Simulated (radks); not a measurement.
Ni VII, 22 electrons, occupied as [Ar] 3d4. All-electron calculation, scalar-relativistic Kohn-Sham, SCAN, spin-polarised, spherical densities, finite nucleus; open shells are filled with parallel spins first; meta-GGA in the generalised Kohn-Sham scheme; Fermi nuclear charge, rms radius 3.7757 fm. Program: a radial shooting solver on a logarithmic mesh with Libxc functionals.

Unscreened Slater integrals over Kohn-Sham orbitals (cm^-1). They are taken over the spin-up orbitals.

F0(3d,3d): 266740
F2(3d,3d): 130070
F4(3d,3d): 82355
F0(3d,3p): 268210
F2(3d,3p): 130810
G1(3d,3p): 158180
G3(3d,3p): 98754
F0(3d,3s): 271530
G2(3d,3s): 121950
F0(3d,2p): 357050
F2(3d,2p): 78288
G1(3d,2p): 61352
G3(3d,2p): 34908
F0(3p,3p): 272190
F2(3p,3p): 137570
F0(3p,3s): 275330
G1(3p,3s): 183070
F0(3p,2p): 366940
F2(3p,2p): 76783
G0(3p,2p): 30193
G2(3p,2p): 31826
F0(3s,3s): 278830
F0(3s,2p): 369330
G1(3s,2p): 31709
F0(2p,2p): 930190
F2(2p,2p): 438560

Derived for the open shells (J is the average intra-shell exchange parameter used in DFT+U). 3d: Racah B = F2/49 - 5 F4/441 = 1721 cm^-1, C = 35 F4/441 = 6536 cm^-1, C/B = 3.80, F4/F2 = 0.633, J = (F2 + F4)/14 = 15170 cm^-1.
